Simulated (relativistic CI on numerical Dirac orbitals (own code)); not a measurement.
## Calculated levels, W LXXIII

Calculated at this level of theory: Dirac-Coulomb-Breit CI, KLI orbitals optimised for each configuration, a model potential for QED, unscaled Slater integrals (own radial code, finite nucleus).

Configurations in the expansion: 1s2, 1s 2s, 1s 2p, 1s 3s, 1s 3p, 1s 3d, 1s 4s, 1s 4p, 1s 4d, 1s 4f, 1s 5s, 1s 5p, 1s 5d, 1s 5f, 1s 5g, 1s 6s, 1s 6p, 1s 6d, 2s2. Levels of other configurations are missing.

```csv
No.,Configuration,Term,J,E (10³ cm⁻¹),%,Next component (%)
1,1s2,1S,0,0,100,
2,1s 2s,3S,1,475794,100,
3,1s 2p,3P°,1,476726,68,32 1P°
4,1s 2s,1S,0,477025,100,
5,1s 2p,3P°,0,477047,100,
6,1s 2p,3P°,2,489431,100,
7,1s 2p,1P°,1,489836,68,32 3P°
8,1s 3s,3S,1,567916,100,
9,1s 3p,3P°,1,568164,68,32 1P°
10,1s 3s,1S,0,568244,100,
11,1s 3p,3P°,0,568248,100,
12,1s 3p,3P°,2,571947,100,
13,1s 3d,3D,2,572025,60,40 1D
14,1s 3d,3D,1,572059,100,
15,1s 3p,1P°,1,572069,68,32 3P°
16,1s 3d,3D,3,573108,100,
17,1s 3d,1D,2,573132,60,40 3D
18,1s 4s,3S,1,599500,100,
19,1s 4p,3P°,1,599600,68,32 1P°
20,1s 4s,1S,0,599632,100,
21,1s 4p,3P°,0,599633,100,
22,1s 4p,3P°,2,601184,100,
23,1s 4d,3D,2,601217,60,40 1D
24,1s 4d,3D,1,601231,100,
25,1s 4p,1P°,1,601235,68,32 3P°
26,1s 4d,3D,3,601676,100,
27,1s 4f,3F°,3,601678,57,43 1F°
28,1s 4f,3F°,2,601684,100,
29,1s 4d,1D,2,601687,60,40 3D
30,1s 4f,3F°,4,601900,100,
31,1s 4f,1F°,3,601905,57,43 3F°
32,1s 5s,3S,1,613866,100,
33,1s 5p,3P°,1,613916,68,32 1P°
34,1s 5p,3P°,0,613932,100,
35,1s 5s,1S,0,613933,100,
36,1s 5p,3P°,2,614721,100,
37,1s 5d,3D,2,614738,60,40 1D
38,1s 5d,3D,1,614745,100,
39,1s 5p,1P°,1,614747,68,32 3P°
40,1s 5d,3D,3,614973,100,
41,1s 5f,3F°,3,614974,57,43 1F°
42,1s 5f,3F°,2,614977,100,
43,1s 5d,1D,2,614979,60,40 3D
44,1s 5f,3F°,4,615088,100,
45,1s 5g,3G,4,615088,55,45 1G
46,1s 5g,3G,3,615090,100,
47,1s 5f,1F°,3,615091,57,43 3F°
48,1s 5g,3G,5,615156,100,
49,1s 5g,1G,4,615157,55,45 3G
50,1s 6s,3S,1,621569,100,
51,1s 6p,3P°,1,621598,68,32 1P°
52,1s 6p,3P°,0,621607,100,
53,1s 6s,1S,0,621607,100,
54,1s 6p,3P°,2,622061,100,
55,1s 6d,3D,2,622070,60,40 1D
56,1s 6d,3D,1,622075,100,
57,1s 6p,1P°,1,622076,68,32 3P°
58,1s 6d,3D,3,622206,100,
59,1s 6d,1D,2,622210,60,40 3D
```

Energies count from the lowest computed level; ° marks odd parity.

The mean weight of the leading LS term, summed over parents, in these 59 levels is 85 %, and that of the leading jj configuration (from the same eigenvectors) 100 %, so jj coupling describes them better and the LS labels are nominal.

At this charge energies of transitions that change n are usually good to better than 1 %, and those within a shell (Δn = 0) to a few per cent.

LS names give the leading component of a level, which can be under half, so a name can repeat, a term be missing and a line seem to break the LS rules.
